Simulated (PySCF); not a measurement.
## Checking a proposed structure

A compound C6H6ClF gives the data below (simulated from a calculation) and was assigned the structure `C=C1CC(CCl)=C1F`.

$^{13}$C{$^{1}$H} NMR (computed): δ 108.0 (CH), 52.1 (C), 46.0 (CH), 42.7 (CH), 34.4 (CH2), 31.4 (CH).

$^{1}$H NMR (600 MHz, computed): δ 5.44 (m, 1H), 3.83 (m, 1H), 2.49 (m, 1H), 2.17 (m, 1H), 1.90 (m, 1H), 1.89 (m, 1H).

Single conformer, no solvent, no relativistic terms. PBE0/pcSseg-1 with gauge-including orbitals; GFN2-xTB structure; PySCF.

Referencing at the same level of theory: $^{1}$H (σ = 31.72 ppm), $^{13}$C (σ = 186.93 ppm) against TMS.

Task: Compare with the shifts computed for the proposed structure, pairing carbons in order of shift.

Result: Mapped SMILES: `[CH2:1]=[C:2]1[CH2:3][C:4]([CH2:5][Cl:6])=[C:7]1[F:8]`. Each H is labelled by its parent atom.

```csv
atom,computed for proposal,given list,difference
C7,157.5,108.0,+49.5
C2,148.5,52.1,+96.4
C4,130.3,46.0,+84.3
C1,107.7,42.7,+65.0
C5,43.4,34.4,+9.0
C3,30.1,31.4,-1.3
```

The rms difference is 62.1 ppm and the largest +96.4 ppm at C2 (fully substituted alkene carbon). The carbon types in order of shift don't match either: C, C, C, CH2, CH2, CH2 for the proposal against CH, C, CH, CH, CH2, CH in the data. The proposal doesn't fit.

Task: Which isomer fits?

Result: `F[C@@H]1[C@H]2C[C@@H]3[C@H]2[C@]13Cl`.

- Carbon types of the structure: 1 × C, 4 × CH, 1 × CH2, which accounts for all hydrogens.
- δC 108.0: sp3 CH bonded to F; deshielded by the electronegative neighbour.
- δC 42.7: sp3 CH in a ring; aliphatic region, no heteroatom directly attached.
- δC 34.4: sp3 CH2 in a ring; aliphatic region, no heteroatom directly attached.
- δH 5.44: hydrogen on an sp3 CH bonded to F; its carbon carries F, hence the downfield position.

The data come from this structure; uniqueness wasn't tested.

Carbons that carry Cl, above all several Cl atoms, come out too deshielded, partly because spin–orbit coupling is missing. Splittings by $^{19}$F in the carbon and heteronuclear signals aren't shown, as no couplings were computed. Shifts are as computed. Against solution values, carbons near 30 ppm lie about +3 ppm off and those near 130 ppm about +5 ppm; carbons on Cl a further +6 ppm. Of 1211 compounds with measured shifts, 218 miss one by over three times the rms of a fit or turn the order of signals round; such compounds aren't used in these exercises. Multiplicities follow the n + 1 count of equivalent neighbours, as no J values were calculated; m marks all less simple cases, F and P coupling included.
